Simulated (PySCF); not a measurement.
H₇Si₃, doublet, geometry from GFN2-xTB, with bond 7-2 at 2.2 times its length; PySCF with B3LYP/3-21G.

The PySCF input:
```python
from pyscf import gto, scf, dft

mol = gto.Mole()
mol.atom = '''
    Si    1.93979745    0.47165961    0.10091883
    Si    0.05332804   -0.63234908   -0.54160016
    Si   -1.87730055    0.14500050    0.46169226
    H     3.28672394    0.02470814   -0.26281169
    H     1.98987865    1.93358010    0.02028201
    H    -0.17751861   -0.71822834   -2.00276084
    H     0.54851420   -3.74252771    0.25627175
    H    -2.94853390   -0.85021347    0.52993420
    H    -2.43260727    1.30498691   -0.23887599
    H    -1.61790441    0.57087873    1.83901062
'''
mol.basis = '3-21g'
mol.spin = 1
mol.verbose = 4
mol.build()

mf = dft.UKS(mol)
mf.xc = 'b3lyp'
mf.kernel()
mo_i, mo_e, stable_i, stable_e = mf.stability(internal=True, external=False, return_status=True, nroots=6, tol=1e-6)
print('internally stable:', stable_i, ' externally stable:', stable_e)
if not stable_i:
    umf = mf.copy()
    umf.scf_summary = {}
    umf.kernel(umf.make_rdm1(mo_i, mf.mo_occ))
```

The log (banner, timings and long lists left out):

```
PySCF version 2.14.0

[INPUT] verbose = 4
[INPUT] num. atoms = 10
[INPUT] num. electrons = 49
[INPUT] charge = 0
[INPUT] spin (= nelec alpha-beta = 2S) = 1
[INPUT] symmetry False subgroup None
[INPUT] Mole.unit = angstrom
[INPUT] Symbol           X                Y                Z      unit          X                Y                Z       unit  Magmom
[...]
nuclear repulsion = 180.411662475082
number of shells = 35
number of NR pGTOs = 102
number of NR cGTOs = 53
basis = 3-21g
ecp = {}

******** <class 'pyscf.dft.uks.UKS'> ********
method = UKS
initial guess = minao
damping factor = 0
level_shift factor = 0
DIIS = <class 'pyscf.scf.diis.CDIIS'>
diis_start_cycle = 1
diis_space = 8
diis_damp = 0
SCF conv_tol = 1e-09
SCF conv_tol_grad = None
SCF max_cycles = 50
direct_scf = True
direct_scf_tol = 1e-13
number electrons alpha = 25  beta = 24
XC library pyscf.dft.libxc version 7.1.2
    S. Lehtola, C. Steigemann, M. J. T. Oliveira, and M. A. L. Marques,  SoftwareX 7, 1–5 (2018)
XC functionals = b3lyp
    P. J. Stephens, F. J. Devlin, C. F. Chabalowski, and M. J. Frisch,  J. Phys. Chem. 98, 11623 (1994)
radial grids:
    Treutler-Ahlrichs [JCP 102, 346 (1995); DOI:10.1063/1.469408] (M4) radial grids

becke partition: Becke, JCP 88, 2547 (1988); DOI:10.1063/1.454033
pruning grids: <function nwchem_prune>
grids dens level: 3
symmetrized grids: False
atomic radii adjust function: <function treutler_atomic_radii_adjust>
small_rho_cutoff = 0
Set gradient conv threshold to 3.16228e-05
tot grids = 126200
init E= -867.182866617057

cycle= 1 E= -867.845972987339  delta_E= -0.663  |g|= 0.175  |ddm|= 1.86
cycle= 2 E= -867.600399730583  delta_E= 0.246  |g|= 0.308  |ddm|= 1.24
cycle= 3 E= -867.875398164168  delta_E= -0.275  |g|= 0.114  |ddm|= 1.13
cycle= 4 E= -867.894138462677  delta_E= -0.0187  |g|= 0.0475  |ddm|= 0.191
cycle= 5 E= -867.899082450475  delta_E= -0.00494  |g|= 0.04  |ddm|= 0.164
cycle= 6 E= -867.90600965433  delta_E= -0.00693  |g|= 0.0248  |ddm|= 0.144
cycle= 7 E= -867.901016393881  delta_E= 0.00499  |g|= 0.0277  |ddm|= 0.119
cycle= 8 E= -867.896307699257  delta_E= 0.00471  |g|= 0.00965  |ddm|= 0.213
cycle= 9 E= -867.895932599883  delta_E= 0.000375  |g|= 0.00885  |ddm|= 0.218
cycle= 10 E= -867.895422268859  delta_E= 0.00051  |g|= 0.00396  |ddm|= 0.123
cycle= 11 E= -867.895443759737  delta_E= -2.15e-05  |g|= 0.00245  |ddm|= 0.058
cycle= 12 E= -867.895391015601  delta_E= 5.27e-05  |g|= 0.000897  |ddm|= 0.0379
[...]
cycle= 15 E= -867.895387417238  delta_E= -2.62e-09  |g|= 1.62e-05  |ddm|= 0.000124
cycle= 16 E= -867.895387417031  delta_E= 2.06e-10  |g|= 3.53e-06  |ddm|= 0.000118
Extra cycle  E= -867.895387417051  delta_E= -2e-11  |g|= 4.96e-06  |ddm|= 1.94e-05
converged SCF energy = -867.895387417051  <S^2> = 0.75660045  2S+1 = 2.0065896
uhf_internal: lowest eigs of H = [-0.15396206  0.11262973  0.16747632  0.25745592  0.29387901  0.31805278]
<class 'pyscf.dft.uks.UKS'> wavefunction has an internal instability
internally stable: False  externally stable: None

******** <class 'pyscf.dft.uks.UKS'> ********
method = UKS
initial guess = minao
damping factor = 0
level_shift factor = 0
DIIS = <class 'pyscf.scf.diis.CDIIS'>
diis_start_cycle = 1
diis_space = 8
diis_damp = 0
SCF conv_tol = 1e-09
SCF conv_tol_grad = None
SCF max_cycles = 50
direct_scf = True
direct_scf_tol = 1e-13
number electrons alpha = 25  beta = 24
XC library pyscf.dft.libxc version 7.1.2
    S. Lehtola, C. Steigemann, M. J. T. Oliveira, and M. A. L. Marques,  SoftwareX 7, 1–5 (2018)
XC functionals = b3lyp
    P. J. Stephens, F. J. Devlin, C. F. Chabalowski, and M. J. Frisch,  J. Phys. Chem. 98, 11623 (1994)
radial grids:
    Treutler-Ahlrichs [JCP 102, 346 (1995); DOI:10.1063/1.469408] (M4) radial grids

becke partition: Becke, JCP 88, 2547 (1988); DOI:10.1063/1.454033
pruning grids: <function nwchem_prune>
grids dens level: 3
symmetrized grids: False
atomic radii adjust function: <function treutler_atomic_radii_adjust>
small_rho_cutoff = 0
Set gradient conv threshold to 3.16228e-05
init E= -867.91233173393
cycle= 1 E= -867.917470136505  delta_E= -0.00514  |g|= 0.0227  |ddm|= 0.153
cycle= 2 E= -867.917942631667  delta_E= -0.000472  |g|= 0.0187  |ddm|= 0.0842
cycle= 3 E= -867.918322559522  delta_E= -0.00038  |g|= 0.00462  |ddm|= 0.044
cycle= 4 E= -867.91838068557  delta_E= -5.81e-05  |g|= 0.00153  |ddm|= 0.0191
cycle= 5 E= -867.918386340046  delta_E= -5.65e-06  |g|= 0.00054  |ddm|= 0.00624
cycle= 6 E= -867.918387169632  delta_E= -8.3e-07  |g|= 0.000114  |ddm|= 0.00292
cycle= 7 E= -867.918387186902  delta_E= -1.73e-08  |g|= 2.36e-05  |ddm|= 0.000318
cycle= 8 E= -867.91838718919  delta_E= -2.29e-09  |g|= 1.13e-05  |ddm|= 0.000149
cycle= 9 E= -867.918387189464  delta_E= -2.74e-10  |g|= 3.08e-06  |ddm|= 5.21e-05
Extra cycle  E= -867.918387189494  delta_E= -2.98e-11  |g|= 1.93e-06  |ddm|= 1.54e-05
converged SCF energy = -867.918387189494  <S^2> = 1.4726577  2S+1 = 2.6250011
```
